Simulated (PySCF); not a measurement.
Worked example: dipole moment from atomic charges

FH3OS2Si, SMILES O[Si](F)(S)S. Atoms are numbered in the order given.

```xyz
8

O     -0.2914    -0.7264     1.7209
Si    -0.2758    -0.1362     0.1634
F     -1.7673    -0.3334    -0.4783
S      1.2356    -1.2445    -0.8471
S      0.0591     1.9650    -0.0574
H     -1.0012    -0.3666     2.2842
H      1.0667    -2.3185    -0.0228
H      1.3173     1.8766     0.4595
```

The structure is a stationary point at PBE-D3(BJ)/def2-SVP. The structure was generated by enumeration, and PubChem lists no compound with its InChIKey, so it may never have been made. One conformer was computed; it need not be the lowest.

Charges (e) from M06-2X/def2-TZVP run with PySCF:

```tsv
atom	ESP fit	IAO
O1	-0.668	-0.803
Si2	0.528	1.377
F3	-0.224	-0.552
S4	-0.280	-0.308
S5	-0.220	-0.314
H6	0.455	0.377
H7	0.236	0.115
H8	0.173	0.109
```

The dipole moment of the full density is 1.91 D.

Problem. What dipole moment does each set of point charges give, and which comes closer to that of the density?

Solution. 
μ = Σ q r, and 1 e Å = 4.8032 D.
ESP fit: Σ q r = (0.110, 0.015, 0.407) e Å, |μ| = 2.03 D.
IAO: Σ q r = (0.319, 0.146, 0.295) e Å, |μ| = 2.20 D.
ESP fit comes closer in size. Point charges leave out the atoms' own dipoles (lone pairs, polarised bonds); fits to the potential absorb them, partitions of the density don't.
